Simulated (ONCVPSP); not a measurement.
**rubidium: ONCV pseudisation with PBEsol, scalar-relativistic reference atom.**

* Element: rubidium (Rb)
* Generator: ONCVPSP 4.0.1
* Type: optimised norm-conserving Vanderbilt (ONCV)
* Functional: PBEsol
* Relativity: scalar-relativistic
* Frozen core: [Ar] 3d10
* Valence charge: 9
* Reference configuration: 4s2 4p6 5s1
* Partial waves: 4s+5s: rc 2.20 bohr, ncon 4, nbas 8, qcut 4.7 1/bohr, 2 projectors; 4p: rc 2.40 bohr, ncon 4, nbas 8, qcut 6.8 1/bohr, 3 projectors, debl 2.7 Ha; d scattering state at 0.03 Ha: rc 2.45 bohr, ncon 4, nbas 7, qcut 3.9 1/bohr, 2 projectors, debl 0.5 Ha
* Local potential: polynomial inside 2.10 bohr (lpopt 4, dvloc0 3 Ha)
* Core correction: none

Calculated quality:

| Property | Result |
| --- | --- |
| Cutoffs needed | 8.2 Ha and 10 Ha (the cutoffs (Ha) at which the residual kinetic energy of the hardest occupied pseudo-wave falls to 1 and 0.1 mHa per electron) |
| Ghost test | no bound ghost flagged; no localised positive-energy state flagged |
| Largest excitation error | -10 meV (all-electron minus pseudo) for 4s2 4p5 5s1, out of 4 test configurations |

Generation and tests took about 3.4 s on one core of a shared server CPU.
